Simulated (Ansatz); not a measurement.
Basis sets compared for cyclo-(F2GeNH)3 (Ge3N3F6H3). Total charge 0; singlet. Geometry PBE-D4/def2-SVP. Ansatz on 4 threads of Arm Neoverse V2 on a shared host; times are rough, and most runs start from earlier orbitals.

```xyz
15

Ge   -0.3088    1.8666   -0.0202
F     0.0018    3.0405   -1.2681
F    -0.9906    2.8633    1.2348
N    -1.5007    0.6184   -0.5764
Ge   -1.3406   -1.1874   -0.6107
F    -1.6081   -1.8089   -2.2152
F    -2.6309   -1.9479    0.2777
N     0.2768   -1.6996    0.0294
Ge    1.6496   -0.6791    0.6311
F     3.1194   -1.0195   -0.2382
F     2.0915   -1.1296    2.2543
N     1.2333    1.0824    0.5228
H    -2.3996    0.9856   -0.9053
H     0.4315   -2.7122    0.0712
H     1.9754    1.7275    0.8128
```

The 6-31G sets use Cartesian d functions. B3LYP takes the VWN-RPA correlation.

Binding counts from free atoms (Ge triplet, F doublet, N quartet, H doublet) in the same basis, without a counterpoise term.

| level | functions | energy (Eh) | HOMO (eV) | LUMO (eV) | binding per atom (eV) | wall time |
| --- | --- | --- | --- | --- | --- | --- |
| PBE-D4/def2-SVP | 237 | -6993.4290 | -7.49 | -2.58 | 4.12 | 4.7 s |
| B3LYP-D4/6-31G | 174 | -6995.4586 | -9.17 | -2.65 | 3.77 | 6.5 s |
| PBE0-D4/def2-SVP | 237 | -6993.5882 | -9.21 | -1.63 | 3.94 | 9 s |

Q: Estimate the rows for PBE-D4/def2-TZVP, B3LYP-D4/def2-TZVP, PBE0-D4/def2-TZVP (with forces).

A: 
```
                          level  functions  energy (Eh)  HOMO (eV)  LUMO (eV)  binding per atom (eV)  wall time
               PBE-D4/def2-TZVP        441   -6995.1727      -7.71      -2.88                   4.10       11 s
             B3LYP-D4/def2-TZVP        441   -6997.0048      -9.03      -2.22                   3.94       30 s
PBE0-D4/def2-TZVP (with forces)        441   -6995.3286      -9.31      -1.86                   3.94       50 s
```
